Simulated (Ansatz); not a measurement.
GeH2MeBr (CH5BrGe). Charge 0, multiplicity 3. Geometry PBE0-D4/def2-SVP, that of the neutral singlet; atoms count from 1.

```xyz
8

Ge   -0.184    0.518   -0.690
H    -1.451    1.379   -0.560
H    -0.129   -0.161   -2.069
C     0.009   -0.746    0.770
H    -0.849   -1.435    0.785
H     0.054   -0.208    1.727
H     0.933   -1.327    0.645
Br    1.617    1.982   -0.609
```

At PBE0-D4/def2-TZVP a singlet of charge 0 lies 6.01 eV below the triplet at the same geometry.

Problem. Estimate the Mulliken populations from the PBE0/def2-TZVP orbitals of Ansatz.

Solution. 
| atom | charge (e) | spin (α − β) |
| --- | --- | --- |
| Ge1 | -0.10 | 0.75 |
| H2 | 0.04 | 0.16 |
| H3 | 0.02 | 0.08 |
| C4 | -0.47 | 0.00 |
| H5 | 0.16 | 0.01 |
| H6 | 0.14 | 0.00 |
| H7 | 0.14 | 0.00 |
| Br8 | 0.06 | 1.00 |
Mulliken values depend strongly on the basis.

Problem. Where does the spin sit?

Solution. Summed by element: Ge 0.75, H 0.25, C 0.00, Br 1.00, of 2 unpaired in all. Largest on single atoms: Br8 1.00, Ge1 0.75, H2 0.16.

Problem. And the Mayer bond orders between heavy atoms (over 0.3)?

Solution. Ge1–C4 0.94 (1.94 Å); Ge1–Br8 0.51 (2.32 Å).
